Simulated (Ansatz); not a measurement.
[VBr4]- (VBr₄⁻), 5 atoms. Hardware: 4 threads of Intel Xeon 6975P-C on a shared host.

The 6-31G sets use Cartesian d functions. Correlated methods freeze 41 core orbitals; core or outer-core shells of V, Br are correlated, in sets that lack core-valence functions.

Problem. How many basis functions does each of these Ansatz runs have, and roughly what does it cost? HF/6-31G, charge -1 singlet, energy; def2-SVP, charge -1 triplet, CASSCF(2,5) and NEVPT2 averaged over 10 triplets and 15 singlets; MP2/def2-TZVPD, charge -1 singlet, energy, from earlier orbitals; r2SCAN-D4/def2-TZVPD, charge -1 singlet, energy, from earlier orbitals; r2SCAN-D4/def2-SVPD, charge -1 singlet, relaxation, 3 steps; PBE0-D4/def2-TZVPD, charge -1 singlet, energy, from earlier orbitals; CAM-B3LYP-D4/def2-TZVPD, charge -1 triplet, energy, from earlier orbitals; B2PLYP/def2-TZVPD, charge -1 singlet, energy, from earlier orbitals; r2SCAN-D4/def2-TZVPD, charge 0 doublet at the geometry of the charge -1 triplet, energy, from earlier orbitals; PBE-D4/def2-TZVPD, charge 0 quartet at the geometry of the charge -1 triplet, energy, from earlier orbitals; r2SCAN-D4/def2-SVPD, charge -1 triplet, relaxation, 3 steps; B3LYP-D4/6-31G, charge -1 triplet, energy.

Solution. Other jobs shared the machine, so times can vary by a factor of up to 3. A dash marks memory too small to be measured apart from the calling script's.

```json
{"run": "B3LYP-D4/6-31G, charge -1 triplet, energy", "functions": "145", "fitting or Cholesky vectors": "1451", "wall time": "4.6 s", "peak host memory (GiB)": "0.99"}
{"run": "HF/6-31G, charge -1 singlet, energy", "functions": "145", "fitting or Cholesky vectors": "1451", "wall time": "5.5 s", "peak host memory (GiB)": "0.59"}
{"run": "r2SCAN-D4/def2-TZVPD, charge -1 singlet, energy, from earlier orbitals", "functions": "276", "fitting or Cholesky vectors": "2133", "wall time": "6.5 s", "peak host memory (GiB)": "0.73"}
{"run": "r2SCAN-D4/def2-SVPD, charge -1 singlet, relaxation, 3 steps", "functions": "198", "fitting or Cholesky vectors": "2157", "wall time": "8.5 s", "peak host memory (GiB)": "–"}
{"run": "r2SCAN-D4/def2-SVPD, charge -1 triplet, relaxation, 3 steps", "functions": "198", "fitting or Cholesky vectors": "2157", "wall time": "12 s", "peak host memory (GiB)": "–"}
{"run": "PBE-D4/def2-TZVPD, charge 0 quartet at the geometry of the charge -1 triplet, energy, from earlier orbitals", "functions": "276", "fitting or Cholesky vectors": "2133", "wall time": "13 s", "peak host memory (GiB)": "1.4"}
{"run": "B2PLYP/def2-TZVPD, charge -1 singlet, energy, from earlier orbitals", "functions": "276", "fitting or Cholesky vectors": "1842", "wall time": "17 s", "peak host memory (GiB)": "1.4"}
{"run": "CAM-B3LYP-D4/def2-TZVPD, charge -1 triplet, energy, from earlier orbitals", "functions": "276", "fitting or Cholesky vectors": "1842", "wall time": "18 s", "peak host memory (GiB)": "2"}
{"run": "PBE0-D4/def2-TZVPD, charge -1 singlet, energy, from earlier orbitals", "functions": "276", "fitting or Cholesky vectors": "2395", "wall time": "20 s", "peak host memory (GiB)": "2.5"}
{"run": "r2SCAN-D4/def2-TZVPD, charge 0 doublet at the geometry of the charge -1 triplet, energy, from earlier orbitals", "functions": "276", "fitting or Cholesky vectors": "2133", "wall time": "25 s", "peak host memory (GiB)": "1.5"}
{"run": "def2-SVP, charge -1 triplet, CASSCF(2,5) and NEVPT2 averaged over 10 triplets and 15 singlets", "functions": "159", "fitting or Cholesky vectors": "2720", "wall time": "27 s", "peak host memory (GiB)": "1.9"}
{"run": "MP2/def2-TZVPD, charge -1 singlet, energy, from earlier orbitals", "functions": "276", "fitting or Cholesky vectors": "1842", "wall time": "31 s", "peak host memory (GiB)": "1.8"}
```
